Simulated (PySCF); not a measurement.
Br⁺: ionisation energy

Br⁺ [Ar] 3d10 4s2 4p4 (3P) → Br²⁺ [Ar] 3d10 4s2 4p3 (4S), as a difference of total energies. Calculation: PySCF 2.14, in aug-cc-pVQZ-DK; scalar relativity by spin-free X2C-1e. Correlated levels: valence: [Ar] 3d10 frozen. The calculations carry no spin-orbit coupling.

```csv
method,ionisation energy (eV),plus first-order spin-orbit estimate,error of that sum (eV)
UHF,20.239,20.410,-1.181
MP2 (valence),21.056,21.226,-0.365
SCS-MP2 (valence),21.149,21.319,-0.272
CCSD (valence),21.181,21.351,-0.240
CCSD(T) (valence),21.213,21.384,-0.207
```

Reference: 21.591 eV (measured; NIST Atomic Spectra Database, ionization energies).

A first-order spin-orbit estimate (lowest level to lowest level, LS coupling) adds 0.170 eV.

Errors of the correlated levels include the incompleteness of this basis and the frozen core.
